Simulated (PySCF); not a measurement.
C4H12O4Si, charge +1, doublet, at a GFN2-xTB geometry (a state made from the parent by changing its charge; the spin is typed, not shown lowest). Base run: PySCF with HF/STO-3G.

PySCF was given this input:
```python
from pyscf import gto, scf

mol = gto.Mole()
mol.atom = '''
    C    -0.11670586   -2.24278719   -1.65173879
    O    -0.10268118   -0.88467916   -1.35115769
    Si    0.00095962   -0.00044419   -0.00058621
    O    -0.63894185    1.45284767   -0.30608731
    C    -1.69580926    1.93597961   -1.07150182
    O    -0.77774819   -0.79708858    1.17152039
    C    -0.74507282   -0.80614135    2.56259729
    O     1.52915643    0.22439067    0.47974697
    C     2.54887460    1.11698217    0.16596616
    H    -0.54575355   -2.83431593   -0.84336315
    H     0.90213945   -2.58557608   -1.86871056
    H    -0.70010660   -2.37121716   -2.57058672
    H    -1.45218806    2.96551655   -1.35663978
    H    -2.60733703    1.97775207   -0.46339402
    H    -1.86754280    1.32617893   -1.95817493
    H     0.24834443   -0.57668255    2.94731708
    H    -1.47436083   -0.08841114    2.95683738
    H    -1.06270741   -1.80141888    2.89294884
    H     3.18056348    0.69576993   -0.62534678
    H     2.16017216    2.08703202   -0.14285913
    H     3.17934042    1.22362660    1.05606279
'''
mol.basis = 'sto-3g'
mol.charge = 1
mol.spin = 1
mol.verbose = 4
mol.build()

mf = scf.UHF(mol)
mf.kernel()
```

Variants of this job, named by their change:

```json
[
 {"change": "base", "ΔE vs base (mEh)": "0.000", "fitting functions": "-"},
 {"change": "auxbasis = def2-universal-jkfit", "ΔE vs base (mEh)": "-1.005", "fitting functions": "952"},
 {"change": "auxbasis = def2-tzvp-ri", "ΔE vs base (mEh)": "2.922", "fitting functions": "901"},
 {"change": "auxbasis = def2-svp-ri", "ΔE vs base (mEh)": "136.2", "fitting functions": "614"},
 {"change": "auxbasis = autoaux", "ΔE vs base (mEh)": "0.156", "fitting functions": "714"},
 {"change": "auxbasis = even-tempered beta=2.0", "ΔE vs base (mEh)": "0.300", "fitting functions": "542"},
 {"change": "auxbasis = even-tempered beta=3.0", "ΔE vs base (mEh)": "-5.983", "fitting functions": "351"},
 {"change": "auxbasis = cc-pvqz-jkfit", "ΔE vs base (mEh)": "-0.117", "fitting functions": "1608"},
 {"change": "auxbasis = default (with mf = mf.density_fit())", "ΔE vs base (mEh)": "-1.005", "fitting functions": "952"},
 {"change": "auxbasis = def2-universal-jfit", "ΔE vs base (mEh)": "1455.1", "fitting functions": "575"}
]
```

A fitting set is made for a task (jfit for Coulomb, jkfit for Coulomb and exchange, ri for correlation) and for a family of orbital bases.

Open shells are given as the SCF converged; they aren't shown to be the lowest states, and a large step between rows can be another state.
